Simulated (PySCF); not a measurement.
C2H2F2, SMILES C=C(F)F.

The structure is a stationary point at PBE0-D3(BJ)/def2-SVP.

Two levels are set side by side: TDA-PBE/def2-SVPD (PySCF) and ADC(2)/aug-cc-pVDZ (PySCF). Vertical, same geometry; the bases differ. Differences are taken from unrounded values.

```json
[
 {"quantity": "lowest singlet excitation (eV)", "TDA-PBE": "6.66"}
]
```

### Question
These are the TDA-PBE values. What does ADC(2) give? (Estimate from the structure and the level; the computed values follow.)

### Answer

```
quantity                        ADC(2)  TDA-PBE minus ADC(2)
------------------------------  ------  --------------------
lowest singlet excitation (eV)    6.86                 -0.20
```

Rough cost on one machine, each run with all the roots and properties that it gave: ADC(2) against TDA-PBE about 20 times.
